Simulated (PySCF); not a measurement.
# Electron correlation in S²⁺ (sulfur, charge +2)

[Ne] 3s2 3p2, high-spin 3P determinant. Calculation: PySCF 2.14, in Sapporo-DZP-2012 (5s4p2d, 27 functions); scalar relativity by spin-free X2C-1e. Frozen: [Ne]; 4 electrons correlated.

MP2 pair energies summed by pair of shells (mhartree):

| pair | energy | share (%) |
| --- | --- | --- |
| 3s-3p | -32.56 | 61.5 |
| 3s-3s | -14.55 | 27.5 |
| 3p-3p | -5.79 | 10.9 |

Total MP2 correlation energy: -52.91 mhartree.

Same-spin part -8.64 and opposite-spin part -44.27 mhartree; SCS-MP2 scales them by 1/3 and 6/5 to -56.01 mhartree.

```csv
level,correlation energy (mhartree)
CCSD,-76.08
(T),-0.90
CCSD(T),-76.98
```

Diagnostics: T1 = 0.0079, D1 = 0.0221, largest double amplitude 0.107.

Question: Is a single reference adequate?

Answer: Mostly. T1 lies below 0.03, but a double amplitude of this size points to a near-degeneracy that CCSD handles and MP2 describes poorly.
